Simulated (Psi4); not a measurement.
F₄OW, singlet, geometry from GFN2-xTB (such geometries of metal compounds can be far from the true shape) (core potentials on W).

Psi4 was given this input:
```
memory 2 GB

molecule mol {
0 1
W     0.057041   -0.033595    0.054502
O     1.169933   -0.689047    1.117855
F    -1.158081    0.682067   -1.106531
F     0.003945    1.695711    0.764499
F     1.015392   -0.306282   -1.528098
F    -1.370199   -1.182784    0.428355
}

set {
  basis def2-svpd
  reference rks
}

energy('b3lyp')
print_variables()
```

**Question.** What does this run give for the number of basis functions, nuclear repulsion energy?

**Answer.** 
```json
{
  "number_of_basis_functions": "150",
  "nuclear_repulsion_energy": "325.5861 Eh"
}
```
